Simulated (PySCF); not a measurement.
CH3Cl2NSi2, SMILES N1[SiH2][Si](Cl)(C=1)Cl. Heavy atoms are numbered as in [Cl:1][Si:2]1([Cl:3])[CH:4]=[N:5][SiH2:6]1. Hydrogens are named by the atom that carries them.

Coordinates come from a ωB97X-D3(BJ)/def2-SVP optimisation. The structure was generated by enumeration, and PubChem lists no compound with its InChIKey, so it may never have been made.

Level of theory: r2SCAN/def2-TZVP (PySCF).

ESP charges are fitted to the potential on shells at 1.4 to 2.0 van der Waals radii. Atomic charges (e), one atom of each kind:

```
atom        ESP fit    IAO
----------  -------  -----
Cl1               …  -0.29
Si2           -0.09   0.76
C4 (CH)        0.25  -0.22
N5            -0.48  -0.49
Si6 (SiH2)        …   0.59
H on C4           …   0.15
H on Si6      -0.07  -0.10
```

**Question.** Complete the blanks. (Estimate from the structure and the level; the computed values follow.)

**Answer.** 
- Cl1, ESP fit: -0.06
- Si6 (SiH2), ESP fit: 0.49
- H on C4, ESP fit: 0.07

Computed Mayer and Wiberg (Löwdin basis) orders of the bonds:
| bond | Mayer | Wiberg |
|---|---|---|
| Cl1–Si2 | 1.14 | 1.85 |
| Si2–Cl3 | 1.14 | 1.85 |
| Si2–C4 | 0.88 | 1.08 |
| C4–N5 | 1.81 | 2.30 |
| Si2–Si6 | 0.93 | 1.02 |
| N5–Si6 | 0.98 | 1.18 |
